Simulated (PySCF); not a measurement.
**Adding and removing an electron: SrTl**

ROHF-MP2; PySCF, scalar-relativistic core potentials, basis sets Sr def2-SVP with ECP28, Tl def2-SVP with ECP60. Neutral (ROHF): doublet (π ↑), Re = 3.507 Å, ωe = 74.4 cm⁻¹, De = 0.37 eV.

SrTl⁺ (RHF): singlet (closed shell), Re = 3.816 Å, ωe = 71.7 cm⁻¹. The energies at the minima are -201.99704 hartree for SrTl and -201.83194 for SrTl⁺.

(1) Work out the adiabatic ionisation energy, without and with harmonic zero-point energies (1 hartree = 27.2114 eV, 1 eV = 8065.5 cm⁻¹), and the change of the bond length.

Correlated steps freeze 4 core orbitals. Weak bonds: SrTl. Basis-set superposition, not corrected here, can be much of De in a small basis, most of all at correlated wavefunction levels. Spin–orbit coupling is left out, which matters for elements this heavy, above all for dissociation energies. States were picked by a PBE0 search and need not be the measured ground states.

Answers

(1) At MP2: 0.16510 hartree = 4.493 eV between the minima; the zero-point term (71.7 − 74.4)/2 cm⁻¹ = -0.000 eV makes it 4.492 eV. Re changes by +30.9 pm against the neutral. The electron leaves a π orbital, and the longer bond of the ion fits a bonding orbital, or a change in how ionic the bond is.
